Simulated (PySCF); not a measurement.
C2H2F2Si, SMILES C#C[SiH](F)F. Heavy atoms are numbered as in [SiH:1]([F:2])([F:3])[C:4]#[CH:5]. Hydrogens are named by the atom that carries them.

The structure is a stationary point at PBE-D3(BJ)/def2-SVP.

The numbers are results of PySCF with PBE0/pcSseg-1, not measurements.

GIAO shieldings, no solvent; atoms alike by connectivity are averaged. δ = σ(ref) − σ: ²⁹Si against TMS (σ = 352.7 ppm); ¹⁹F against CFCl3 (σ = 167.2 ppm); ¹³C against TMS (σ = 186.3 ppm); ¹H against TMS (σ = 31.56 ppm), references at their B3LYP-D3(BJ)/def2-TZVP geometries, non-relativistic.

Computed chemical shifts:
```csv
nucleus,atoms,count,δ (ppm)
²⁹Si,Si1 (SiH),1,-42.6
¹⁹F,F2,2,-151.3
¹³C,C5 (CH),1,106.2
¹³C,C4,1,86.0
¹H,H on Si1,1,5.23
¹H,H on C5,1,2.97
```
